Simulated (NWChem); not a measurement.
GeSiN$_{2}$H$_{6}$; SMILES [NH]1[SiH2][NH][GeH2]1

```xyz
10

N     -1.2442    -0.4239    -0.1054
Si    -0.0063    -1.6627    -0.0402
N      1.2317    -0.4249     0.0394
Ge    -0.0062     0.9792    -0.0248
H     -2.1436    -0.4251     0.3576
H      0.1087    -2.5508    -1.2355
H     -0.1213    -2.5647     1.1447
H      2.1311    -0.4207    -0.4237
H     -0.0910     1.8660     1.2492
H      0.0787     1.8807    -1.2885
```
Atoms are numbered in this order, from 1.

Level: B3LYP/6-31G* (spherical d) (NWChem), optimised geometry, unscaled harmonic frequencies. B3LYP is NWChem's, with the RPA form of VWN correlation.

Task: List the harmonic frequencies with IR intensities, and the thermochemistry.

Result: 
```csv
frequency (cm⁻¹),IR intensity (km/mol)
187,7.7
330,261.5
346,0.7
468,3.9
535,0.2
567,8.9
570,34.4
597,0.0
669,14.0
697,80.1
730,150.6
804,4.9
860,28.4
903,115.5
943,288.1
1043,76.7
1071,0.6
1087,281.7
2074,212.3
2082,190.0
2200,257.1
2216,223.8
3619,0.1
3624,33.9
```

```json
{
  "zero_point_energy": "40.3 kcal/mol",
  "thermal correction to the enthalpy at 298.15 K (with zero-point energy)": "44.6 kcal/mol",
  "heat capacity Cv": "22.3 cal/(mol K)",
  "entropy at 298.15 K and 1 atm (symmetry number 2)": "74.7 cal/(mol K)",
  "dipole_moment": "0.89 D"
}
```

Rigid rotor and harmonic oscillator.
